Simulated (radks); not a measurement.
Values are calculated unless marked as measured or tabulated.
Problem. I, 53 electrons, occupied as [Kr] 4d10 5s2 5p5. Level of theory: scalar-relativistic Kohn-Sham, PBE, spin-unpolarised, spherical densities, finite nucleus; Fermi nuclear charge, rms radius 4.75 fm (a radial shooting solver on a logarithmic mesh with Libxc functionals). Some entries of the table are withheld. Estimate them.

orbital  occ.  eigenvalue (hartree)  r(max) (bohr)
1s          2             -1212.081        0.01754
2s          2             -187.2731        0.09912
2p          6             -168.0905        0.07948
3s          2             -37.79764         0.2856
3p          6             -31.58068         0.2794
3d         10             -22.26900         0.2318
4s          2              -6.63627         0.6806
4p          6              -4.68813         0.7151
4d         10              -1.84774            (1)
5s          2              -0.63965            (2)
5p          5              -0.26041          2.030

Solution. 
(1) 4d r(max) (bohr): 0.7782
(2) 5s r(max) (bohr): 1.705
